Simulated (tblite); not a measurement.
Isomers of C8H13ClSi. All values are computed: GFN2-xTB (tblite) harmonic vibrations without scaling, gas phase. The method is semi-empirical: single wavenumbers can be off by several per cent or more. Modes of hydrogen on silicon can be 10 to 20 % off. One conformer each.

Electronic energies: GFN2-xTB at the same geometries; isomer energies are rough at this level and their order can be wrong.

```tsv
SMILES	electronic energy, lowest = 0 (kJ/mol)
C=C=C(CC=C)[Si@@H](Cl)CC	49.0
C=CC[C@@H]1C=C[C@@H](Cl)[C@H]1[SiH3]	0.0
C#C[C@@H](CC)[Si@@H](Cl)C(=C)C	46.2
```

Question: How do GFN2-xTB zero-point energies change the relative energies?

Answer: 
```tsv
SMILES	ZPE (kJ/mol)	of it from modes above 1550 cm⁻¹	electronic (kJ/mol)	with ZPE, lowest = 0 (kJ/mol)	lowest mode (cm⁻¹)	rings
C=CC[C@@H]1C=C[C@@H](Cl)[C@H]1[SiH3]	470.9	241.9	0.0	0.0	34	1
C#C[C@@H](CC)[Si@@H](Cl)C(=C)C	475.7	255.9	46.2	50.9	27	0
C=C=C(CC=C)[Si@@H](Cl)CC	474.5	253.7	49.0	52.6	19	0
```

The zero-point energies span 4.8 kJ/mol, from `C=CC[C@@H]1C=C[C@@H](Cl)[C@H]1[SiH3]` to `C#C[C@@H](CC)[Si@@H](Cl)C(=C)C`. The order is unchanged.
